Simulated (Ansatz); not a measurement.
PbSe₂⁺. Charge 1, multiplicity 2. Geometry r2SCAN-D4/def2-TZVP, basis def2-TZVP, Ansatz.

Cartesian coordinates in Å:
```
Pb -1.6047 -0.1945 0.3081
Se 1.0328 -0.0393 0.9603
Se 0.5719 0.2338 -1.2684
```

| run | HOMO (eV) | LUMO (eV) |
| --- | --- | --- |
| A | -11.48 | -9.29 |
| B | -14.13 | -5.30 |
| C | -10.71 | -9.76 |
| D | -14.44 | -6.73 |
| E | -11.04 | -9.66 |
| F | -11.87 | -8.91 |

In the def2 sets Pb takes a core potential; there is no spin–orbit coupling. LC-ωPBE has ω = 0.4 bohr⁻¹. HSE06 is defined as in plane-wave codes, on full-range PBE exchange. The structure comes from a short search, and lower isomers may exist.

HOMO and LUMO are taken over both spins.

Problem. The runs used HF, HSE06, LC-ωPBE, PBE, PBE0, r2SCAN. Estimate which is which.

Solution. A HSE06 (range-separated); B HF (100 % exact exchange); C PBE (0 % exact exchange); D LC-ωPBE (range-separated); E r2SCAN (0 % exact exchange); F PBE0 (25 % exact exchange). Exact exchange lowers occupied and raises empty levels; among semilocal functionals meta-GGAs tend to open the gap a little, and such runs are hard to tell apart. The gap grows from 0.94 eV (PBE) to 8.84 eV (HF).
